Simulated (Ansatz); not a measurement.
`[BH2][AlH][SbH2]` + H₂O → `[BH2][AlH][OH]` + `[SbH3]` at 700 K and 1 bar (formal hydrolysis of the Al–Sb bond).

Gas-phase electronic energies from Ansatz, PBE0-D4/def2-TZVP geometries. CCSD(T)/CBS adds triple-zeta CCSD(T) − MP2 to the extrapolated MP2 energy (def2 sets, frozen cores). This one scheme is used for every species. def2 core potentials past Kr. For Sb outer-core shells are correlated without core-valence functions, which leaves a few kJ/mol of doubt a bond. Each species was taken in one conformer, which may not be the lowest.

```csv
species,CCSD(T)/CBS energy (Eh),H − E (kJ/mol),S (J/(mol·K))
`[BH2][AlH][SbH2]`,-509.77411,174.6,457.1
H₂O,-76.37941,80.5,218.4
`[BH2][AlH][OH]`,-344.39123,163.1,385.6
`[SbH3]`,-241.78682,81.5,275.4
```

H − E and S are ideal-gas, rigid-rotor, harmonic terms from PBE0-D4/def2-TZVP, for one conformer and one mirror image of each species. 1 Eh = 2625.50 kJ/mol, R = 8.31446 J/(mol·K).

By hand: ΔE, ΔH, ΔS and ΔG.

ΔE = (-344.39123) + (-241.78682) − (-509.77411) − (-76.37941) = -0.02453 Eh = -64.4 kJ/mol. Δ(H − E) = 163.1 + 81.5 − 174.6 − 80.5 = -10.5, so ΔH = -74.9 kJ/mol. ΔS = 385.6 + 275.4 − 457.1 − 218.4 = -14.5 J/(mol·K). ΔG = -74.9 − 700 × (-14.5)/1000 = -64.8 kJ/mol.

By hand: the equilibrium constant, and the temperature at which ΔG would vanish if ΔH and ΔS stayed fixed.

log₁₀ K = −ΔG/(RT ln 10) = 4.8. ΔG = 0 at ΔH/ΔS = 5166 K, far beyond where these terms or the molecules hold.

The number of gas molecules stays the same, so ΔS is small and ΔH decides. A doubt of 5 kJ/mol in ΔE shifts log₁₀ K by 0.4 here. Other conformers and mirror images would add mixing entropy, several J/(mol·K) or more a flexible species. These are equilibria of isolated gas molecules and say nothing of rates. Largest T1 diagnostic: 0.014 (customary marks: 0.02 for closed shells, 0.045 for open ones).
